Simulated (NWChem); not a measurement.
All runs are NWChem calculations. System: CHI2, charge 0, spin multiplicity 2, at a geometry optimised with UPBE0/def2-SVP with def2 effective core potentials on I. The structure started from a generated list of species. Its SCF solution wasn't tested for a lower state. Level: evGW@UPBE/def2-SVPD with def2 effective core potentials on I, RI basis def2-svpd-rifit, 6 cycles, no spin-orbit coupling.

Output (cleaned and shortened):

```
             Northwest Computational Chemistry Package (NWChem) 7.3.0
             --------------------------------------------------------

                                NWChem Input Module
                                -------------------

 Scaling coordinates for geometry "geometry" by  1.889725989
 (inverse scale =  0.529177249)

 Turning off AUTOSYM since
 SYMMETRY directive was detected!

                             Geometry "geometry" -> ""
                             -------------------------

 Output coordinates in angstroms (scale by  1.889725989 to convert to a.u.)

  No.       Tag          Charge          X              Y              Z
 ---- ---------------- ---------- -------------- -------------- --------------
    1 I                   53.0000     0.06907300    -0.00292600     1.81230500
    2 C                    6.0000    -0.89113700     0.06367500     0.00000000
    3 I                   53.0000     0.06907300    -0.00292600    -1.81230500
    4 H                    1.0000    -1.97491500    -0.07184300     0.00000000

 Effective nuclear repulsion energy (a.u.)     597.5464273180

            Nuclear Dipole moment (a.u.)
            ----------------------------
        X                 Y               Z
 ---------------- ---------------- ----------------
     0.0000018897     0.0000963760     0.0000000000

      Symmetry information
      --------------------

 Group name             Cs
 Group number              2
 Group order               2
 No. of unique centers     3

      Symmetry unique atoms

     1    2    4


 Summary of "ao basis" -> "" (spherical)
 ------------------------------------------------------------------------------
       Tag                 Description            Shells   Functions and Types
 ---------------- ------------------------------  ------  ---------------------
 *                         def2-svpd                  on all atoms

 Summary of "ri basis" -> "" (spherical)
 ------------------------------------------------------------------------------
       Tag                 Description            Shells   Functions and Types
 ---------------- ------------------------------  ------  ---------------------
 *                      def2-svpd-rifit               on all atoms

  pbe96 is a nonlocal functional; adding pw91lda local functional.

                                 NWChem DFT Module
                                 -----------------

 Summary of "ao basis" -> "ao basis" (spherical)
[...]
@GW         6       -146.652           0.000
@GW         7       -146.651           0.000
@GW         8       -146.690           0.000
@GW         9       -146.689           0.000
@GW        10        -57.482           0.000
@GW        11        -57.489           0.000
@GW        12        -57.333           0.000
@GW        13        -57.328           0.000
@GW        14        -57.346           0.000
@GW        15        -57.351           0.000
@GW        16        -56.971           0.000
@GW        17        -56.984           0.000
@GW        18        -56.966           0.000
@GW        19        -56.984           0.000
@GW        20        -22.735           0.000
@GW        21        -20.676           0.000
@GW        22        -18.067           0.000
@GW        23        -13.801           0.000
@GW        24        -12.357           0.000
@GW        25        -10.536           0.000
@GW        26         -9.679           0.000
@GW        27         -9.193           0.000
@GW        28         -9.240           0.000
@GW        29         -0.272           0.000
@GW        30          0.915           0.000
@GW        31          2.359           0.000
@GW        32          2.003           0.000
@GW        33          2.252           0.000
@GW        34          2.132           0.000
@GW        35          2.210           0.000
@GW        36          3.057           0.000
@GW        37          2.768           0.000
@GW        38          3.088           0.000
@GW        39          4.555           0.000
@GW        40          4.477           0.000
@GW        41          4.218           0.000
@GW        42          5.048           0.000
@GW        43          5.701           0.000
@GW        44          5.831           0.000
@GW        45          5.864           0.000
@GW        46          6.347           0.000
@GW        47          7.322           0.000
@GW        48          6.984           0.000
@GW        49          7.670           0.000
@GW        50          8.271           0.000
@GW        51          8.479           0.000
@GW        52          8.662           0.000
@GW        53          9.905           0.000
@GW        54         11.168           0.000
@GW        55         12.037           0.000
@GW        56         12.600           0.000
@GW        57         12.676           0.000
@GW        58         12.958           0.000
@GW        59         13.427           0.000
@GW        60         16.063           0.000
@GW        61         16.328           0.000
@GW        62         16.543           0.000
@GW        63         17.266           0.000
@GW        64         18.717           0.000
@GW        65         18.655           0.000
@GW        66         19.385           0.000
@GW        67         20.095           0.000
@GW        68         20.094           0.000
@GW        69         20.538           0.000
@GW        70         20.577           0.000
@GW        71         20.894           0.000
@GW        72         21.578           0.000
@GW        73         21.942           0.000
@GW        74         24.233           0.000
@GW        75         25.004           0.000
@GW        76         24.099           0.000
@GW        77         25.804           0.000
@GW        78         25.111           0.000
@GW        79         29.523           0.000
@GW        80         32.049           0.000
@GW        81         33.213           0.000
@GW        82         33.700           0.000
@GW        83         44.736           0.000
@GW        84         52.297           0.000
@GW        85         55.705           0.000
@GW        86         58.684           0.000
@GW        87         60.638           0.000
@GW        88         63.300           0.000
@GW        89         64.788           0.000
@GW        90         87.584           0.000
@GW        91        519.619           0.000
@GW        92        521.116           0.000
@GW        93        522.303           0.000
@GW        94        524.190           0.000
@GW        95        537.675           0.000
@GW        96        541.970           0.000
@GW        97       1536.596           0.000
@GW        98       1538.811           0.000

     GW Timing Statistics
   ------------------------
   Init.   :          0.1s
     ERIs  :          0.6s
     Distr.:          0.1s
     Vxc   :          0.3s
   Sigma_x :          0.0s
   RPA     :         59.5s
   Wmn     :          6.4s
   Sigma_c :          6.0s
   GW total:         73.0s

 Task  times  cpu:       73.0s     wall:       73.0s

 Total times  cpu:       79.4s     wall:       79.4s
```

**Question.** Write an NWChem input that would produce this output.

**Answer.** Several could match; the one computed here: 
```
start mol
memory heap 200 mb stack 700 mb global 1700 mb
geometry units angstroms nocenter noautoz
  I      0.069073    -0.002926     1.812305
  C     -0.891137     0.063675     0.000000
  I      0.069073    -0.002926    -1.812305
  H     -1.974915    -0.071843     0.000000
  symmetry group Cs
end
basis spherical
  * library def2-svpd
end
ecp
  I library def2-ecp
end
basis "ri basis" bse spherical
  * library def2-svpd-rifit
end
dft
  xc xpbe96 cpbe96
  odft
  mult 2
  iterations 100
  direct
  tolerances tight
end
task dft energy
gw
  evgw 6
  states alpha occ -1 vir -1
  states beta occ -1 vir -1
end
task dft gw
```
